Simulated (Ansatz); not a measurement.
Ideal-gas functions of FH4N2Y, SMILES `[NH2][Y]([NH2])[F]` at 600 K and 1 bar, from an Ansatz frequency run at PBE0-D4/def2-TZVP.

Molar mass 139.95 g/mol, point group C2v (symmetry number 2), electronic degeneracy 1, moments of inertia 118.092, 121.042, 239.134 u Å². Harmonic wavenumbers (cm⁻¹, unscaled): 61, 121, 128, 311, 329, 383, 439, 526, 535, 550, 573, 581, 1553, 1557, 3528, 3530, 3612, 3612.

Use S(trans) = R[1.5 ln M + 2.5 ln T − 1.1517]; rotational temperatures θ = 24.2544 K / I; S(rot) = R[ln(√π/σ · √(T³/θAθBθC)) + 1.5]; for each mode x = 1.438777 ν̃/T, S = R[x/(eˣ − 1) − ln(1 − e⁻ˣ)] and H = RT x/(eˣ − 1); 1 cm⁻¹ = 0.0119627 kJ/mol; R = 8.31446 J/(mol·K).

Task: By hand: the entropy, in J/(mol·K).

Result: Translation 185.0. Rotation: θ = 0.2054, 0.2004, 0.1014 K, giving 114.0. Vibration, mode by mode: 24.30, 18.63, 18.17, 10.94, 10.50, 9.31, 8.26, 6.91, 6.79, 6.59, 6.30, 6.20, 0.97, 0.96, 0.02, 0.02, 0.01, 0.01, in all 134.9. Electronic 0.0. Sum 433.9 J/(mol·K).

Task: By hand: H − E and G − E in kJ/mol, counted from the electronic energy.

Result: Zero-point energy ½ × 21929 × 0.0119627 = 131.2; thermal vibration 38.6; translation, rotation and pV give 4 RT = 20.0. H − E = 189.8 kJ/mol, and G − E = 189.8 − 600 × 433.9/1000 = -70.5 kJ/mol.

Vibration gives 31 % of the entropy, 61.1 J/(mol·K) of it from the modes under 150 cm⁻¹: soft modes count most, and the harmonic formula is weakest for them. The sum counts one conformer and one mirror image; others add a mixing term.
